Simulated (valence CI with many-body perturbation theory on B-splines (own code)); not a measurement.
**Assign the levels of I4+**

Computed by valence CI with perturbative core correlation (CI+MBPT): three valence electrons over a frozen Dirac-Fock core [Kr] 4d10, a basis of 11 s, 11 p, 9 d, 7 f, 5 g, 2 h, 1 i functions for each j, with the one-electron correlation potential Σ1, the two-electron term Σ2, the three-electron term Σ3, Breit, model QED; selected CI, second order for the rest, scaled by the run's own slope (own B-spline code, finite nucleus).

No measured levels were compared; by estimate levels hold to about 250 cm⁻¹ or 0.2 % of their energy and the worst to 1 %, as in measured heavy ions of charge 2 to 7; those with d or f electrons hold less well. Core correlation moves these levels by up to 11000 cm⁻¹, and in measured spectra 5 to 20 % of such shifts remained as error; rates that hang on mixing are uncertain with them.

```tsv
No.	J	Parity	E (eV)	g
1	1/2	odd	0.000	0.666
2	3/2	odd	1.516	1.334
3	1/2	even	10.012	2.637
4	3/2	even	10.742	1.726
5	5/2	even	11.446	1.564
6	3/2	even	13.474	0.821
7	5/2	even	13.851	1.237
10	3/2	even	17.338	1.312
11	3/2	even	19.160	0.808
12	5/2	even	19.338	1.201
13	1/2	even	21.999	2.002
14	7/2	odd	23.460	1.143
15	5/2	odd	23.460	0.857
19	1/2	odd	26.235	0.666
```

Energies count from the lowest level. Strongly mixed levels and levels close to another of their J and parity are left out, so the numbers can have gaps.

Task: Give configuration and LS term of each level.

Result: 1: 5s²5p ²P°; 2: 5s²5p ²P°; 3: 5s5p² ⁴P; 4: 5s5p² ⁴P; 5: 5s5p² ⁴P; 6: 5s5p² ²D; 7: 5s5p² ²D; 10: 5s5p² ²P; 11: 5s²5d ²D; 12: 5s²5d ²D; 13: 5s²6s ²S; 14: 4f5s² ²F°; 15: 4f5s² ²F°; 19: 5s²6p ²P°.
